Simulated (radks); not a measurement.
The numbers below are computed, except where a source is named.
Fractional charge and spin in the 5p shell of promethium: the spin-up occupation runs from 2 to 3 and the spin-down occupation from 2 to 3; the fullest corner is Pm2+, [Kr] 4d10 4f(up 2.5, down 2.5) 5s2 5p(up 3, down 3). Code: a radial shooting solver on a logarithmic mesh with Libxc functionals. Model: scalar-relativistic Kohn-Sham, PBE, spin-polarised, spherical densities, finite nucleus; Fermi nuclear charge, rms radius of each element as measured or else 0.836 A^(1/3) + 0.57 fm. Energy (eV) above the fullest corner. The planes named below are the two flat planes that join the four corners, with an edge along up + down = one added electron.

| down \ up | 2 | 2.25 | 2.5 | 2.75 | 3 |
|---|---|---|---|---|---|
| 2 | 96.021 | 81.230 | 67.224 | 53.995 | 41.535 |
| 2.25 | 81.230 | 67.282 | 54.107 | 41.700 | 30.050 |
| 2.5 | 67.224 | 54.107 | 41.755 | 30.157 | 19.306 |
| 2.75 | 53.995 | 41.700 | 30.157 | 19.358 | 9.293 |
| 3 | 41.535 | 30.050 | 19.306 | 9.293 | 0.000 |

Corners above the fullest one (they belong to Pm3+ and the next ion): (up 3, down 2) 41.535 eV, (up 2, down 3) 41.535 eV, (up 2, down 2) 96.021 eV. With half an added electron in each spin the energy lies 0.220 eV from the planes, and with half an added electron in spin up alone -1.554 eV. The planes are only a guide here: the flat-plane condition holds for ground states with one frontier orbital, while this shell lies below other occupied shells, so the corners above the fullest one are inner-hole states and not the ground states of those ions.
